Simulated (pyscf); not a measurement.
Single points on ωB97X-D3(BJ)/def2-SVP structures (PySCF, gas phase). MP2 and CC: frozen core, UHF for open shells. ΔMP2 is the change of the MP2 total energy from the triple- to the quadruple-zeta basis. Singlets are restricted, triplets unrestricted.

Singlet (Å):
```xyz
6

Si     0.4820    -0.5175    -0.0829
C      1.1641     0.8885     1.0190
Cl     2.5115     0.4121     1.9131
H     -0.9343    -0.6920     0.3482
H      1.2119    -1.8194    -0.0122
H      0.5222     0.0260    -1.4703
```

Triplet (Å):
```xyz
6

Si     0.5002    -0.5264    -0.1499
C      1.5938     0.6238     0.7920
Cl     2.2478     0.6908     2.3164
H     -0.8213    -0.6671     0.5316
H      1.1299    -1.8764    -0.2577
H      0.3080     0.0497    -1.5074
```

**Question.** For these two minima of H₃Si–C:–Cl (SMILES [SiH3][C]Cl), which spin state lies lower at CCSD(T)/def2-TZVPP + ΔMP2(QZVPP), and by how much (electronic energies)?

**Answer.** The triplet, by 7.2 kcal/mol. Zero-point energy shifts E(triplet) − E(singlet) by +0.4 kcal/mol. H₃Si–C:–Cl [triplet] lies 92.0 kcal/mol over its isomer H₃C–Si:–Cl [singlet], and others may lie lower still (electronic energy, ωB97M-D3(BJ)). 

E(triplet) − E(singlet) by level (kcal/mol):

```
level                               gap
--------------------------------  -----
ωB97X-D3(BJ)/def2-TZVP             -9.0
PBE/def2-TZVP                     -10.0
r²SCAN/def2-TZVP                  -16.4
B3LYP-D3(BJ)/def2-TZVP             -9.9
PBE0-D3(BJ)/def2-TZVP             -13.7
M06-2X/def2-TZVP                  -10.5
ωB97M-D3(BJ)/def2-TZVP             -7.0
HF/def2-TZVP                      -28.7
MP2/def2-QZVPP                     -9.3
CCSD/def2-TZVPP                   -10.8
CCSD(T)/def2-TZVPP                 -8.4
CCSD(T)/def2-TZVPP + ΔMP2(QZVPP)   -7.2
```

The triplet is the lowest one reached from the SCF start used. A restricted singlet here is unstable towards spin polarisation, as is usual where a triplet lies low; its energy is less safe. The CCSD(T) − MP2 part came from Ansatz, without density fitting, on the same reference.
